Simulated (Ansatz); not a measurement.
One change: `CB(C)[SeH]` becomes `[CH3][Ga]([CH3])[SeH]`.

Ansatz, PBE0-D4/def2-TZVP geometries, multiplicity 1. Each molecule was computed in one conformer, which needn't be the lowest.

Scalar relativity is left out up to krypton.

```
                                        property  `CB(C)[SeH]`
               LUMO energy (PBE/def2-TZVPP) / eV         -1.45
size of the dipole moment (B3LYP/def2-TZVPP) / D          1.11
           HOMO–LUMO gap (B3LYP/def2-TZVPP) / eV          6.38
             HOMO energy (B3LYP/def2-TZVPP) / eV         -7.08
             HOMO–LUMO gap (PBE/def2-TZVPP) / eV          4.77
              HOMO energy (PBE0/def2-TZVPP) / eV         -7.31
```

Question: Give the same properties after the change, and the shifts. (An estimate is asked.)

Answer: The calculation gave: 
| property | `[CH3][Ga]([CH3])[SeH]` | shift |
| --- | --- | --- |
| LUMO energy (PBE/def2-TZVPP) / eV | -1.48 | -0.03 |
| size of the dipole moment (B3LYP/def2-TZVPP) / D | 1.86 | 0.75 |
| HOMO–LUMO gap (B3LYP/def2-TZVPP) / eV | 5.76 | -0.62 |
| HOMO energy (B3LYP/def2-TZVPP) / eV | -6.72 | 0.36 |
| HOMO–LUMO gap (PBE/def2-TZVPP) / eV | 4.38 | -0.39 |
| HOMO energy (PBE0/def2-TZVPP) / eV | -6.96 | 0.35 |

With PBE0 the HOMO rises by 0.35 eV and the LUMO falls by 0.19 eV, so the gap narrows by about 0.54 eV. PBE moves the HOMO by 0.37 eV and ωB97M-V by 0.36 eV. Dipoles are sizes alone; their direction can turn.

B3LYP here is the variant with VWN-RPA as its local correlation; programs differ in this.

Spin–orbit coupling is left out; it splits and shifts lone-pair levels of the heavy atoms by tenths of an eV.
